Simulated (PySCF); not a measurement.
Carbon: a sound run and one with changed settings

Sound run: C⁺ [He] 2s2 2p1, C²⁺ [He] 2s2. All numbers are calculated (PySCF 2.14, scalar relativity by spin-free X2C-1e, in cc-pVTZ-DK (4s3p2d1f, 30 functions)). In the sound run the correlated levels freeze 1s2. The sound run starts from symmetry-adapted Hartree-Fock orbitals and uses a fine grid where one is needed.

Changed run: all electrons correlated in a basis built for the valence shell.

```json
{"species": "C⁺", "method": "MP2", "sound run (hartree)": "-37.36055", "changed run (hartree)": "-37.36878", "converged": "yes"}
{"species": "C⁺", "method": "CCSD(T)", "sound run (hartree)": "-37.38550", "changed run (hartree)": "-37.39360", "converged": "yes"}
{"species": "C²⁺", "method": "MP2", "sound run (hartree)": "-36.46563", "changed run (hartree)": "-36.47312", "converged": "yes"}
{"species": "C²⁺", "method": "CCSD(T)", "sound run (hartree)": "-36.49548", "changed run (hartree)": "-36.50251", "converged": "yes"}
```

Ionisation energy of C⁺:

| method | sound run (eV) | changed run (eV) |
| --- | --- | --- |
| UHF | 24.142 | 24.142 |
| MP2 | 24.352 | 24.372 |
| SCS-MP2 | 24.313 | 24.326 |
| CCSD | 24.188 | 24.219 |
| CCSD(T) | 24.219 | 24.248 |

A valence basis has no tight correlating functions, so it recovers only part of the core correlation, and not evenly between atom and ion.

For comparison, NIST gives 24.383 eV between the lowest levels.
